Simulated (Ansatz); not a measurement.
C₃H₇Cl₂In, SMILES `C[CH](C)[In]([Cl])[Cl]`, relaxed with RKS PBE0-D4/def2-TZVP in Ansatz from a GFN2-xTB geometry. The force threshold is 0.005 eV/Å; the program also tests the step.

The species carries charge 0 and has multiplicity 1. In: def2 effective core potential.

Start:

```xyz
13

C    -0.681   -1.275   -0.528
C     0.300   -0.125   -0.459
C    -0.263    1.188   -0.946
In    0.938    0.142    1.750
Cl    0.373    2.014    3.023
Cl    2.112   -1.429    3.021
H    -1.594   -1.043    0.023
H    -0.242   -2.184   -0.113
H    -0.949   -1.469   -1.568
H     1.228   -0.377   -0.975
H     0.476    1.988   -0.858
H    -0.552    1.101   -1.996
H    -1.147    1.470   -0.372
```

| step | energy (eV) | largest force (eV/Å) | largest move (Å) |
| --- | --- | --- | --- |
| 1 | -33437.4392 | 0.997 | 0.000 |
| 2 | -33437.5011 | 0.831 | 0.172 |
| 3 | -33437.5514 | 0.129 | 0.093 |
| 4 | -33437.5523 | 0.068 | 0.011 |
| 5 | -33437.5525 | 0.009 | 0.008 |
| 6 | -33437.5526 | 0.014 | 0.010 |
| 7 | -33437.5527 | 0.017 | 0.019 |
| 8 | -33437.5529 | 0.029 | 0.050 |
| 9 | -33437.5532 | 0.035 | 0.053 |
| 10 | -33437.5535 | 0.081 | 0.112 |
| 11 | -33437.5539 | 0.058 | 0.010 |
| 12 | -33437.5544 | 0.007 | 0.035 |
| 13 | -33437.5551 | 0.021 | 0.099 |
| 14 (rejected) | -33437.5544 | 0.114 | 0.198 |
| 15 | -33437.5556 | 0.029 | 0.099 |
| 16 | -33437.5558 | 0.045 | 0.099 |
| 17 | -33437.5562 | 0.055 | 0.057 |
| 18 | -33437.5565 | 0.032 | 0.017 |
| 19 | -33437.5569 | 0.015 | 0.071 |
| 20 | -33437.5571 | 0.050 | 0.140 |
| 21 | -33437.5573 | 0.026 | 0.016 |
| 22 | -33437.5574 | 0.015 | 0.012 |
| 23 | -33437.5575 | 0.013 | 0.048 |
| 24 | -33437.5575 | 0.024 | 0.088 |
| 25 | -33437.5576 | 0.010 | 0.019 |
| 26 | -33437.5576 | 0.003 | 0.004 |
| 27 | -33437.5576 | 0.002 | 0.021 |
| 28 | -33437.5576 | 0.002 | 0.019 |

End:

```xyz
13

C    -0.505   -1.330   -0.563
C     0.296   -0.053   -0.372
C    -0.432    1.188   -0.862
In    0.904    0.175    1.692
Cl    1.320    2.228    2.714
Cl    1.215   -1.601    3.170
H    -1.462   -1.292   -0.036
H     0.029   -2.217   -0.216
H    -0.730   -1.472   -1.627
H     1.253   -0.143   -0.898
H     0.155    2.099   -0.728
H    -0.657    1.090   -1.930
H    -1.385    1.330   -0.346
```

Run time 3.3 min (4 threads of an Arm Neoverse V2 on a shared host); peak host memory 1 GiB.
